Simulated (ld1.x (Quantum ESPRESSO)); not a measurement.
# Before and after: PAW potential for potassium (K)

| Property | Result |
| --- | --- |
| Element | K |
| Generator | ld1.x (Quantum ESPRESSO) 7.5 |
| Type | PAW |
| Functional | PW91 |
| Relativity | scalar-relativistic |
| Frozen core | [Ne] |
| Valence charge | 9 |
| Reference configuration | 3s2 3p6 3d0 4s0.5 4p0 (charge +0.5) |
| Partial waves | 3s (bound): rcut 1.70, rcutus 2.10 bohr; 4s (bound): rcut 1.70, rcutus 2.10 bohr; 3p (bound): rcut 1.95, rcutus 2.00 bohr; 4p (bound, empty): rcut 1.95, rcutus 2.00 bohr; 3d (bound, empty): rcut 3.95, rcutus 4.55 bohr; 3d channel at 2.2 Ry: rcut 3.95, rcutus 4.55 bohr |
| Local potential | all-electron potential smoothed inside 2.30 bohr (lloc = -2) |
| Core correction | Bessel-smoothed model core inside 1.55 bohr |
| Augmentation charge | PSQ, inside the norm-conserving radii |

All-electron outer shells of the reference configuration (PW91, scalar-relativistic, ld1.x):

| shell | level (eV) | outermost node (bohr) | outermost maximum (bohr) |
| --- | --- | --- | --- |
| 2p | -283.23 | – | 0.26 |
| 3s | -38.21 | 0.48 | 1.07 |
| 3p | -21.69 | 0.45 | 1.15 |
| 4s | -4.26 | 1.58 | 3.78 |
| 4p | -2.39 | 1.85 | 5.11 |
| 3d | -1.54 | – | 2.57 |

Change: waves 3p (bound): rcut 1.95, rcutus 2.70 bohr; 4p (bound): rcut 1.95, rcutus 2.70 bohr.

Cutoffs: the cutoffs (Ry, on a coarse ladder) from which the occupation-weighted sum of valence levels, in a spherical-Bessel basis at the reference potential, stays within 10 and 1 mRy of its value at 400 Ry; they do not see the model core or the augmentation charge, which bear on the density cutoff. Errors are all-electron minus pseudo energies relative to the spin-unpolarised reference configuration.

Task: What does the change do?

Result: The potential gets softer (18 Ry and 30 Ry → 12 Ry and 21 Ry); the number of tests with a reliable result goes from 7 to 3 (the test run of the changed file stopped, so its transferability is not established); of the 3 tests that both files solve, the error grows in 1 and shrinks in 0 by more than 15 % and 0.3 meV (median size 0.0 → 0.1 meV); the range in which the p phases agree narrows (upper end at the end of the scan → 1.3); neither file shows a bound ghost. A larger radius leaves more room for a smooth pseudo-wave, so fewer plane waves are needed.

```tsv
quantity	base	changed
cutoff, loose	18 Ry	12 Ry
cutoff, tight	30 Ry	21 Ry
loose cutoff by channel (10 mRy a level)	s 10 Ry, p 15 Ry	s 10 Ry, p 8 Ry
bound ghosts	none	none
tests with a reliable result	7 of 7	3 of 7 (the test run stopped)
error for 3s2 3p6 3d0 4s1 4p0, meV [ΔE -1.64 eV]	0.0	0.0
error for 3s2 3p6 3d0 4s0 4p0, meV [ΔE 2.71 eV]	-0.1	-0.1
error for 3s2 3p6 3d0 4s0 4p1, meV [ΔE -0.10 eV]	0.0	+1.4
s: phases at 4.95 bohr within 0.05 rad from the reference energy up to (Ry; the scan ends near 5)	3.3	3.3
p: phases at 4.95 bohr within 0.05 rad from the reference energy up to (Ry; the scan ends near 5)	to the end of the scan	1.3
d: phases at 4.95 bohr within 0.05 rad from the reference energy up to (Ry; the scan ends near 5)	-0.0	-0.0
lowest overlap eigenvalue by channel	s 0.12, p 0.32, d 1.00	s 0.12, p 0.09, d 1.00
```

Base: ld1.x printed “convergence not achieved” for 7 of the counted tests; their residual had stalled under 1e-8, short of the target of 1e-14. Changed file: ld1.x printed “convergence not achieved” for 3 of the counted tests; their residual had stalled under 1e-8, short of the target of 1e-14.
